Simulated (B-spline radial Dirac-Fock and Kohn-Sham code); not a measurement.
**What relativity does to the binding energies of Eu⁶⁺**

System: the Eu⁶⁺ ion, [Kr] 4d10 4f5 5s2 5p4.

Both columns are ΔSCF binding energies of the configuration average from a B-spline atomic structure program: non-relativistic Hartree-Fock with a point nucleus, and Dirac-Fock with a finite nucleus and the Coulomb interaction alone, averaged over the two j levels with weights 2j+1.

```
shell  Hartree-Fock (eV)  Dirac-Fock (eV)  shift (eV)  shift (%)
   1s            46029.8          48819.7    +2789.91      +6.06
   2s             7464.6           8179.8     +715.16      +9.58
   2p             7081.2           7307.1     +225.86      +3.19
   3s             1744.0           1910.5     +166.52      +9.55
   3p             1573.4           1631.3      +57.83      +3.68
   3d             1259.0           1244.7      -14.31      -1.14
   4s              431.3            470.3      +38.93      +9.03
   4d              240.6            236.8       -3.78      -1.57
   4f              99.43            94.35       -5.09      -5.11
   5s              120.8            128.1       +7.28      +6.02
   5p              99.81            101.6       +1.81      +1.81
```

Relativity binds 1s, 2s, 2p, 3s, 3p, 4s, 5s, 5p more strongly, among those listed most of all 2s in relative terms, and 3d, 4d, 4f more weakly, because the contracted s and p shells screen the nucleus better.

Values without a named source are computed, but for edge energies of neutral atoms, which are taken from tables.
